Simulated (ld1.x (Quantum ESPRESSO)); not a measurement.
## Ru: one change to a TM potential, before and after

ruthenium, norm-conserving Troullier–Martins (Kleinman–Bylander form), made with ld1.x (Quantum ESPRESSO) 7.5 (LDA (PZ), scalar-relativistic). Core [Kr], reference 4d6 5s0 5p0 (charge +2). Waves: 5p (bound, empty): rc 1.30 bohr; 4d (bound): rc 1.70 bohr; 5s (bound, empty): rc 2.60 bohr. Local part: the s channel. Core correction: Bessel-smoothed model core inside 1.25 bohr.

Change: all radii but the core radius scaled by about 0.83 (s 2.16, p 1.08, d 1.42 bohr).

Cutoffs: the cutoffs (Ry, on a coarse ladder) from which the occupation-weighted sum of valence levels, in a spherical-Bessel basis at the reference potential, stays within 10 and 1 mRy of its value at 400 Ry; they do not see the model core or the augmentation charge, which bear on the density cutoff. Errors are all-electron minus pseudo energies relative to the spin-unpolarised reference configuration.

Question: Predict the effect on cutoff, ghosts and configuration errors.

Answer: The potential gets harder (50 Ry and 60 Ry → 55 Ry and 70 Ry); both files keep a bound ghost (p); of the 9 tests that both files solve, the error grows in 0 and shrinks in 3 by more than 15 % and 0.3 meV (median size 97.6 → 91.6 meV). A smaller radius makes the pseudo-wave follow the all-electron one further in, where it bends more sharply, so more plane waves are needed. Less of the atom is replaced, so other configurations are described better.

| quantity | base | changed |
| --- | --- | --- |
| cutoff, loose | 50 Ry | 55 Ry |
| cutoff, tight | 60 Ry | 70 Ry |
| bound ghosts | p | p |
| error for 4d7 5s1 5p0, meV [ΔE -26.05 eV] | -98 | -92 |
| error for 4d7 5s0 5p0, meV [ΔE -18.44 eV] | -140 | -136 |
| error for 4d5 5s0 5p0, meV [ΔE 30.85 eV] | -236 | -234 |
| error for 4d6 5s1 5p0, meV [ΔE -15.73 eV] | -9.0 | -7.0 |
| error for 4d6 5s2 5p0, meV [ΔE -24.44 eV] | -26 | -19 |
| error for 4d7 5s0.5 5p0, meV [ΔE -23.03 eV] | -117 | -112 |
| error for 4d8 5s0 5p0, meV [ΔE -26.32 eV] | -357 | -343 |
| error for 4d6 5s0 5p0 (spin-polarised), meV [ΔE -2.50 eV] | +51 | +41 |
| error for 4d7 5s1 5p0 (spin-polarised), meV [ΔE -27.70 eV] | -64 | -64 |

Base: The 5p radius (1.30 bohr) lies inside the outermost node of the all-electron wave (1.37 bohr), which a nodeless pseudo-wave cannot match soundly. Changed file: The 5p radius (1.08 bohr) lies inside the outermost node of the all-electron wave (1.37 bohr), which a nodeless pseudo-wave cannot match soundly. A true bound ghost makes a file unfit for plane-wave use even where its test errors are small: the radial tests pick states by their node count and pass the ghost by.
